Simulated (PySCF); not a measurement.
**Correlation energy of W²⁺ (tungsten, charge +2)**

[Xe] 4f14 5d3 6s1, high-spin 5F determinant (an excited configuration). Computed with PySCF 2.14 in aug-cc-pVDZ-PP with ECP60MDF, with scalar relativity through the core potential. Frozen: 5s2 5p6; 4 electrons correlated.

| level | correlation energy (mhartree) |
| --- | --- |
| CCSD | -25.89 |
| (T) | -0.13 |
| CCSD(T) | -26.02 |

Diagnostics: T1 = 0.0025, D1 = 0.0037, largest double amplitude 0.017.

Task: Is a single reference adequate?

Result: Yes, within this model without spin-orbit coupling: T1 lies below 0.03 and no double amplitude reaches 0.07.
